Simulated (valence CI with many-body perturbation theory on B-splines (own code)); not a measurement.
# Co VII: calculated level list

Calculated by configuration interaction combined with many-body perturbation theory (CI+MBPT): three valence electrons over a frozen Dirac-Fock core [Ar], radial functions for each j: 7 s, 7 p, 8 d, 6 f, 4 g, 1 h, with the one-electron correlation potential Σ1 (screened to all orders), the two-electron term Σ2, the three-electron term Σ3, Breit, model QED; selected single and double excitations, second order for the rest, scaled by the run's own slope (own B-spline code, finite nucleus).

Against 6 measured levels this calculation errs by 329 cm⁻¹ on average and by 706 at most. These come from a selection out of Sugar and Corliss, J. Phys. Chem. Ref. Data 10, 1097 (1981). Levels without a partner in it may be off by more, other configurations by 1,000 to 8,000 cm⁻¹. The list stops below the first excitations out of the core. Only levels of the ground parity were solved; by the run's estimate the other parity begins above the list, which can be wrong where configurations are misplaced.

Levels 1 to 23 of 23, with energies above the lowest level, 3d³ ⁴F_3/2. "Leading %" is the weight of the configuration and term that name the level; weights of strongly mixed levels are sums over their largest components and can fall short, so below about 35 % the name and the second component can differ from the true leading terms, or belong to a minority configuration. Lifetimes count E1, E2, E3, M1 and M2 decay at the calculated energies, and are blank where another channel may lead or the interval is too uncertain; long ones can be off by a factor of two.

```tsv
No.	Configuration	Term	J	E (cm⁻¹)	Leading %	Lifetime	Second component
1	3d³	⁴F	3/2	0	100		
2	3d³	⁴F	5/2	701	100	67.2 s	
3	3d³	⁴F	7/2	1621	100	29.5 s	
4	3d³	⁴F	9/2	2716	100	28.1 s	
5	3d³	⁴P	1/2	21703	99	9.06 s	
6	3d³	⁴P	3/2	21942	96	9.00 s	
7	3d³	⁴P	5/2	22893	100	8.86 s	
8	3d³	²G	7/2	22954	100	1.02 s	
9	3d³	²G	9/2	23856	96	609 ms	
10	3d³	²P	3/2	30035	53	385 ms	43 % 3d³ ²D
11	3d³	²P	1/2	30467	98	1.35 s	
12	3d³	²H	9/2	31528	97	1.54 s	
13	3d³	²H	11/2	32125	100	4.47 s	
14	3d³	²D	5/2	32941	99	377 ms	
15	3d³	²D	3/2	33239	56	351 ms	43 % 3d³ ²P
16	3d³	²F	7/2	52128	100	573 ms	
17	3d³	²F	5/2	52636	100	782 ms	
18	3d³	²D	5/2	81648	99	40.9 ms	
19	3d³	²D	3/2	82094	100		
20	3d²4s	⁴F	3/2	357770	99	4.09 μs	
21	3d²4s	⁴F	5/2	358470	98	4.06 μs	
22	3d²4s	⁴F	7/2	359510	99	4.05 μs	
23	3d²4s	⁴F	9/2	360850	99	4.05 μs
```

Names give the largest LS component (configuration and term), which can be under half, so a name can repeat, a term be missing and a line seem to break the LS rules; names also repeat where a configuration has a term twice.

The ionisation energy to 3d² ³F2 of the next ion comes out as 128.73 eV (NIST: 128.9 ± 0.5 eV (semi-empirical)). All 23 levels together are meant to be complete up to 363140 cm⁻¹.
